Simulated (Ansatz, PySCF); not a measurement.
C2H7BrSi, SMILES C(C)[SiH2]Br.

Coordinates come from a B3LYP-D3(BJ)/def2-SVP optimisation. The values are those of a single conformer.

Vertical ionisation energy (IE) and electron affinity (EA) in eV. Rows of orbital energies are one-electron estimates. Where ΔSCF, EOM or ADC give a negative EA the extra electron is unbound and the value depends on the basis.

```json
[
 {"level": "−ε(HOMO), −ε(LUMO), PBE0/def2-TZVP (PySCF)", "IE": "8.15", "EA": "-0.02"},
 {"level": "−ε(HOMO), −ε(LUMO), PBE/def2-TZVP (PySCF)", "IE": "6.89", "EA": "0.88"},
 {"level": "ΔSCF, CAM-B3LYP/def2-SVPD (Ansatz), final states of multiplicity 2 and 2", "IE": "10.42", "EA": "-1.36"},
 {"level": "ΔSCF, PBE/def2-SVPD (Ansatz), final states of multiplicity 2 and 2", "IE": "9.80", "EA": "-1.04"}
]
```

Problem. What vertical singlet–triplet gap does ΔSCF give with CAM-B3LYP/def2-SVPD (Ansatz, a program for electronic structure) and with PBE/def2-SVPD (Ansatz)? (The exact figures need the calculation; the answer reports its results.)

Solution. 6.58 and 5.87 eV (triplet above singlet where positive).
